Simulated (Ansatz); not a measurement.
`OC[SiH2][AsH2]` + H₂ → `C[SiH2][AsH2]` + H₂O at 298.15 K and 1 bar (hydrogenolysis of a C–O bond).

Isolated molecules relaxed with PBE0-D4/def2-TZVP in Ansatz; ΔE leaves out vibrations. CCSD(T)/CBS is the MP2 limit (def2-TZVPP, def2-QZVPP) plus CCSD(T) − MP2 in def2-TZVPP, frozen cores. This one scheme is used for every species. For As outer-core shells are correlated without core-valence functions, which leaves a few kJ/mol of doubt a bond. Scalar relativity is left out up to krypton. One conformer a species, not always the lowest.

```
         species  CCSD(T)/CBS energy (Eh)  H − E (kJ/mol)  S (J/(mol·K))
`OC[SiH2][AsH2]`              -2641.51101           218.5          360.0
              H₂                 -1.17544            35.1          130.4
 `C[SiH2][AsH2]`              -2566.35921           201.7          332.1
             H₂O                -76.37941            66.4          188.7
```

H − E and S are ideal-gas, rigid-rotor, harmonic terms from PBE0-D4/def2-TZVP, for one conformer and one mirror image of each species. The MP2-based limit puts H₂ 0.8 mEh under its directly extrapolated value; such offsets cancel only in part. 1 Eh = 2625.50 kJ/mol, R = 8.31446 J/(mol·K).

Problem. By hand: ΔE, ΔH, ΔS and ΔG.

Solution. ΔE = (-2566.35921) + (-76.37941) − (-2641.51101) − (-1.17544) = -0.05217 Eh = -137.0 kJ/mol. Δ(H − E) = 201.7 + 66.4 − 218.5 − 35.1 = 14.5, so ΔH = -122.5 kJ/mol. ΔS = 332.1 + 188.7 − 360.0 − 130.4 = 30.4 J/(mol·K). ΔG = -122.5 − 298.15 × (30.4)/1000 = -131.6 kJ/mol.

Problem. By hand: the equilibrium constant, and the temperature at which ΔG would vanish if ΔH and ΔS stayed fixed.

Solution. log₁₀ K = −ΔG/(RT ln 10) = 23.1. ΔH and −TΔS have one sign here, so there is no such temperature.

ΔH outweighs TΔS. A doubt of 5 kJ/mol in ΔE shifts log₁₀ K by 0.9 here. Other conformers and mirror images would add mixing entropy, several J/(mol·K) or more a flexible species. These are equilibria of isolated gas molecules and say nothing of rates. Largest T1 diagnostic: 0.011 (customary marks: 0.02 for closed shells, 0.045 for open ones).
